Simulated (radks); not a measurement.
The numbers below are computed, except where a source is named.
Task: Coherent X-ray form factor from a spherical all-electron density. Level of theory: Dirac Kohn-Sham, BLYP, spin-unpolarised, spherical densities, finite nucleus; Fermi nuclear charge, rms radius of each element as measured or else 0.836 A^(1/3) + 0.57 fm (a radial shooting solver on a logarithmic mesh with Libxc functionals).

| sin(theta)/lambda (1/angstrom) | f0 (electrons) |
|---|---|
| 0.05 | 65.736 |
| 0.1 | 64.956 |
| 0.15 | 63.701 |
| 0.2 | 62.030 |
| 0.25 | 60.019 |
| 0.3 | 57.750 |
| 0.4 | 52.772 |
| 0.5 | 47.674 |
| 0.6 | 42.846 |
| 0.8 | 34.632 |
| 1 | 28.359 |
| 1.25 | 22.722 |
| 1.5 | 18.965 |
| 2 | 14.783 |

The species is in the configuration that NIST lists as its ground one. Which atom or ion scatters so?

Result: The gold ion Au13+, [Kr] 4d10 4f14 5s2 5p4. Extrapolating in s^2 from the first two rows gives f0(0) = 66.0, near the electron count 66; among species with that count, the fall with angle is slower the higher Z, and the table is that of Z = 79; from so few rows the species is fixed only to a neighbour or two.
